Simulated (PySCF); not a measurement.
C6H15OP.
SMILES: `CCP(=O)(CC)CC`

Jobs on this species (23 atoms, 74 electrons) with PySCF (density fitting). Hardware of each: an Arm Neoverse V2 with one thread, on a shared host. Times come from a shared host and carry two figures at best. Peak memory is the resident size of the whole Python process, interpreter and libraries included.

**Question.** Rank these jobs by wall time, shortest first.
A. BHandHLYP/pcSseg-1; shieldings; 218 basis functions
B. PBE0/6-31G; shieldings, charges and field gradients; 106 basis functions
C. PBE0-D3(BJ)/def2-SVP, grid level 1; geometry optimisation from a GFN2-xTB start; 191 basis functions
D. PBE0/STO-3G; shieldings, charges and field gradients; 59 basis functions

**Answer.** D (6.5 s), B (13 s), A (31 s), C (66 s).

All jobs:

```csv
level and settings,work,basis functions,SCF cycles,wall time,peak memory
PBE0/STO-3G,"shieldings, charges and field gradients",59,12,6.5 s,0.59 GiB
PBE0/6-31G,"shieldings, charges and field gradients",106,13,13 s,0.82 GiB
PBE0/6-31G*,"shieldings, charges and field gradients",146,13,18 s,1.0 GiB
BHandHLYP/pcSseg-1,shieldings,218,12,31 s,1.3 GiB
B97-D/pcSseg-1,shieldings,218,15,47 s,1.1 GiB
"PBE0/6-311+G(2d,p)","shieldings, charges and field gradients",314,14,59 s,1.4 GiB
"PBE0-D3(BJ)/def2-SVP, grid level 1",geometry optimisation from a GFN2-xTB start,191,29,66 s,0.91 GiB
```

**Question.** What do all jobs in the table cost together?

**Answer.** About 4.0 min; the longest takes about 27 % of that, and about 10 times as long as the shortest.
